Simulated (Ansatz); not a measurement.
The cluster Fe3⁻, relaxed as a sextet with UKS PBE0-D4/def2-TZVPD in Ansatz, starting from the PBE0-D4/def2-TZVPD geometry of the charge -1 multiplicity 10. Force threshold 0.02 eV/Å.

The charge -1 sextet is spin-contaminated (final ⟨S²⟩ up to 11.80, 8.75 for a pure state). The highest occupied level of the charge -1 sextet lies above zero (up to 0.29 eV). The electron is either unbound and held by the finite basis, or the level is raised by self-interaction error. At PBE0-D4/def2-TZVPD a multiplicity 10 of charge -1 lies 1.54 eV below the sextet, each at its own geometry. The structure comes from a short search, and lower isomers may exist.

Start:

Cartesian coordinates in Å:
```
Fe 0.521 1.225 0.695
Fe -0.664 -1.189 0.623
Fe 0.142 -0.035 -1.318
```

```
step   energy (eV)  largest force component (eV/Å)  SCF passes
   1  -103140.8867                           0.307         504
   2  -103140.9272                           0.227         206
   3  -103140.9900                           0.250         411
   4  -103141.0000                           0.083         137
   5  -103141.0011                           0.010         126
```

Force components are those of the run's own axes.

End:

Cartesian coordinates in Å:
```
Fe 0.4677 1.1229 0.7227
Fe -0.6187 -1.0883 0.6641
Fe 0.1510 -0.0346 -1.3868
```

By distances, no bond broke or formed. The bond that changes most is Fe1–Fe2, from 2.69 to 2.46 Å (atoms count from 1).

No frequencies were taken in this run, so the end may be a saddle point.

It took 80 s on 4 threads of Arm Neoverse V2 on a shared host, peak host memory 0.64 GiB.
